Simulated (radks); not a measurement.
The lanthanum ion La+ inside a hard spherical wall (all orbitals vanish at R), configuration held at [Xe] 5d2 and not refilled when levels cross. Calculated with a radial shooting solver on a logarithmic mesh with Libxc functionals: scalar-relativistic Kohn-Sham, PBE, spin-unpolarised, spherical densities, finite nucleus; Fermi nuclear charge, rms radius 4.855 fm. Eigenvalues in eV, with the zero of energy where the potential of the charges vanishes at infinity; a dash marks a level that is unbound or too diffuse for the functional's potential to be trusted. A positive occupied level is held by the wall or, in an anion where self-interaction has pushed it up, behind a barrier. The pressure on the wall is -dE/dV.

| R (bohr) | E (hartree) | kinetic (hartree) | e(4d) | e(5s) | e(5p) | e(4f, empty) | e(6s, empty) | e(5d) | pressure (GPa) |
|---|---|---|---|---|---|---|---|---|---|
| free | -8492.6900 | 8982.496 | -107.56 | -42.707 | -26.321 | -8.107 | -7.469 | -7.170 | 0 |
| 10 | -8492.6897 | 8982.499 | -107.53 | -42.679 | -26.294 | -8.078 | -7.429 | -7.145 | 0.00821 |
| 8 | -8492.6870 | 8982.519 | -107.36 | -42.520 | -26.144 | -7.916 | -7.156 | -6.996 | 0.125 |
| 7 | -8492.6807 | 8982.555 | -107.10 | -42.276 | -25.916 | -7.664 | -6.649 | -6.742 | 0.494 |
| 5 | -8492.5975 | 8982.962 | -105.31 | -40.718 | -24.459 | -5.959 | -1.919 | -4.691 | 10.8 |
| 4 | -8492.3222 | 8984.355 | -101.91 | -38.049 | -21.788 | -2.769 | 8.421 | -0.459 | 82.8 |
| 2.5 | -8486.9928 | 9007.110 | -75.619 | -14.681 | 5.476 | 22.717 | 99.544 | 38.437 | 4520 |
| 2 | -8475.1444 | 9049.732 | -47.204 | 23.472 | 50.506 | 53.066 | 225.60 | 96.115 | 24600 |
